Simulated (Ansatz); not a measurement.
`N[SiH2]C(O)F` + H₂ → `N[SiH3]` + `OCF`  (hydrogenolysis of the Si–C bond)

Program: Ansatz. Geometries: PBE0-D4/def2-TZVP. ΔE: electronic, gas phase. CBS: MP2 limit from def2 TZ/QZ plus the TZ coupled-cluster correction, frozen cores. This one scheme is used for every species. Functionals use def2-TZVPP. One conformer a species, not always the lowest.

`N[SiH2]C(O)F`:

Cartesian coordinates in Å:
```
N -0.486 0.810 1.220
Si 0.706 0.609 -0.017
C 0.031 -0.870 -1.018
O -0.493 -1.812 -0.167
F -0.981 -0.366 -1.857
H -1.336 1.311 1.010
H -0.187 1.005 2.162
H 1.977 0.243 0.659
H 0.906 1.787 -0.902
H 0.740 -1.377 -1.677
H -0.877 -1.339 0.587
```

H₂:

Z-matrix (Å, degrees):
```
H
H 1 0.746
```

`N[SiH3]`:

Z-matrix (Å, degrees):
```
Si
N 1 1.720
H 1 1.486 2 107.9
H 1 1.494 2 116.0 3 -120.3
H 1 1.486 2 107.9 3 119.4
H 2 1.007 1 119.6 3 -168.6
H 2 1.007 1 119.6 3 49.2
```

`OCF`:

Z-matrix (Å, degrees):
```
C
F 1 1.381
O 1 1.370 2 111.1
H 1 1.091 2 107.8 3 -117.4
H 1 1.096 2 106.3 3 123.2
H 3 0.962 1 109.3 2 70.7
```

Is it downhill or uphill in electronic energy at CCSD(T)/CBS, and by how much? (An estimate is asked.)

Computed: Downhill: ΔE = -34.6 kJ/mol.

What do these levels give: PBE0-D4, ωB97M-V, PBE0, HF/def2-QZVPP, SCS-MP2/def2-QZVPP, MP2/CBS(def2)? (An estimate is asked.)

Computed: PBE0-D4 -33.4, ωB97M-V -31.3, PBE0 -39.9, HF/def2-QZVPP -74.9, SCS-MP2/def2-QZVPP -41.0, MP2/CBS(def2) -31.7 kJ/mol.

Largest T1 diagnostic among the species: 0.012.

From PBE to PBE0 (25 % exact exchange), in def2-TZVPP and without D4, ΔE moves by −9.2 kJ/mol. In def2-TZVPP, CCSD(T) changes the Hartree–Fock value by +36.0 kJ/mol (the triples alone add +7.1 kJ/mol) and MP2 by +39.0 kJ/mol.
